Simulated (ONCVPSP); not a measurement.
Reading a pseudo-wave (iron (Fe))

Columns: radius, all-electron u(r) and pseudo u(r) of the 3d shell (level -9.48 eV) of iron in the configuration [Ne] 3s2 3p6 3d6 4s1.75; PBE, scalar-relativistic, ONCV scheme, ONCVPSP 4.0.1.

| r (bohr) | all-electron | pseudo |
| --- | --- | --- |
| 0.095 | 0.0621 | 0.0042 |
| 0.190 | 0.2573 | 0.0320 |
| 0.285 | 0.4842 | 0.1007 |
| 0.380 | 0.6743 | 0.2164 |
| 0.475 | 0.8079 | 0.3726 |
| 0.570 | 0.8867 | 0.5517 |
| 0.665 | 0.9202 | 0.7301 |
| 0.760 | 0.9205 | 0.8831 |
| 0.855 | 0.8985 | 0.9916 |
| 0.950 | 0.8628 | 1.0448 |
| 1.045 | 0.8192 | 1.0427 |
| 1.140 | 0.7718 | 0.9941 |
| 1.235 | 0.7233 | 0.9136 |
| 1.330 | 0.6753 | 0.8180 |
| 1.425 | 0.6289 | 0.7220 |
| 1.520 | 0.5846 | 0.6361 |
| 1.615 | 0.5428 | 0.5656 |
| 1.710 | 0.5036 | 0.5105 |
| 1.805 | 0.4670 | 0.4679 |
| 1.900 | 0.4330 | 0.4330 |
| 1.995 | 0.4014 | 0.4014 |
| 2.090 | 0.3721 | 0.3721 |
| 2.185 | 0.3450 | 0.3450 |
| 2.280 | 0.3198 | 0.3198 |
| 2.375 | 0.2965 | 0.2965 |
| 2.470 | 0.2750 | 0.2749 |

(1) How many radial nodes do the two functions have?

(2) At about which radius was the pseudo-wave matched?

(3) Where does each function peak?

(4) Is the pseudo-wave norm-conserving?

Results:

(1) The all-electron 3d function has n − l − 1 = 0; the pseudo-wave has 0.

(2) 1.90 bohr, where the columns begin to agree (steps of 0.10 bohr).

(3) Outermost all-electron maximum near 0.76 bohr, pseudo maximum near 0.95 bohr (to the table’s step).

(4) Yes: the ONCV scheme keeps the norm inside the radius equal to the all-electron one, which fixes the energy derivative of the logarithmic derivative at the level.
